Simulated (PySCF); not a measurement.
# `C[C@@H]1[CH2][Ge@H]([AsH2])[O]1`, C₃H₉AsGeO

Molfile (atoms numbered from 1):
```
C3H9AsGeO
     RDKit          3D

 15 15  0  0  0  0  0  0  0  0999 V2000
   -1.8638   -0.7494   -0.5399 C   0  0  0  0  0  0  0  0  0  0  0  0
   -1.1287   -0.2351    0.6785 C   0  0  2  0  0  0  0  0  0  0  0  0
   -0.4720    1.1577    0.4856 C   0  0  0  0  0  0  0  0  0  0  0  0
    1.2263    0.2092    0.7428 Ge  0  0  2  0  0  4  0  0  0  0  0  0
    2.5631   -0.2000   -1.2371 As  0  0  0  0  0  3  0  0  0  0  0  0
   -0.0147   -1.0914    0.9888 O   0  0  0  0  0  0  0  0  0  0  0  0
   -2.1851   -1.7882   -0.3740 H   0  0  0  0  0  0  0  0  0  0  0  0
   -1.2052   -0.7344   -1.4232 H   0  0  0  0  0  0  0  0  0  0  0  0
   -2.7527   -0.1361   -0.7557 H   0  0  0  0  0  0  0  0  0  0  0  0
   -1.8173   -0.2290    1.5442 H   0  0  0  0  0  0  0  0  0  0  0  0
   -0.7104    1.8850    1.2739 H   0  0  0  0  0  0  0  0  0  0  0  0
   -0.6428    1.6183   -0.4975 H   0  0  0  0  0  0  0  0  0  0  0  0
    2.0518    0.4752    2.0212 H   0  0  0  0  0  0  0  0  0  0  0  0
    3.4780   -1.1605   -0.4826 H   0  0  0  0  0  0  0  0  0  0  0  0
    3.4672    0.9891   -0.9132 H   0  0  0  0  0  0  0  0  0  0  0  0
  1  2  1  0
  2  3  1  0
  3  4  1  0
  4  5  1  0
  4  6  1  0
  6  2  1  0
  1  7  1  0
  1  8  1  0
  1  9  1  0
  2 10  1  1
  3 11  1  0
  3 12  1  0
  4 13  1  1
  5 14  1  0
  5 15  1  0
M  END
```

Method: GIAO B97-2/pcSseg-1 magnetisability, rotational g tensor and spin-rotation constants, non-relativistic, gas phase (PySCF). Geometry: PBE0-D3(BJ)/def2-SVP.

The calculation is non-relativistic, which matters for the atoms heavier than Zn.

What are the magnetisability and the molar susceptibility?

Isotropic -1534 × 10⁻³⁰ J/T², or -92.4 × 10⁻⁶ cm³/mol; principal values -1671, -1574, -1358 × 10⁻³⁰ J/T², anisotropy 277 × 10⁻³⁰ J/T² (root of half the summed squared differences of the principal values). The susceptibility is in cgs units.

Split it along the inertial axes a, b, c into diamagnetic and paramagnetic parts about the centre of mass, with the quadrupole moment.


| axis | χ (10⁻⁶ cm³/mol) | diamagnetic (10⁻⁶ cm³/mol) | paramagnetic (10⁻⁶ cm³/mol) | summed x² of all electrons (Å²) | quadrupole Θ (D Å) |
| --- | --- | --- | --- | --- | --- |
| a | -93.1 | -545.0 | 451.9 | 277.6 | +2.29 |
| b | -85.2 | -1360.2 | 1275.0 | 85.4 | -0.27 |
| c | -98.9 | -1540.1 | 1441.1 | 43.0 | -2.03 |

Anisotropies 2χaa − χbb − χcc = -2.1 and 2χbb − χaa − χcc = +21.7 × 10⁻⁶ cm³/mol. Θ is traceless in Buckingham's convention.

And the rotational g tensor?


| axis | rotational constant (GHz) | g | nuclear part | electronic part |
| --- | --- | --- | --- | --- |
| a | 2.8126 | -0.0241 | 0.5731 | -0.5972 |
| b | 0.9060 | -0.0105 | 0.5322 | -0.5427 |
| c | 0.7897 | -0.0037 | 0.5310 | -0.5346 |

Asymmetric top; isotopes 75As, 12C, 74Ge, 1H, 16O; no vibrational averaging.
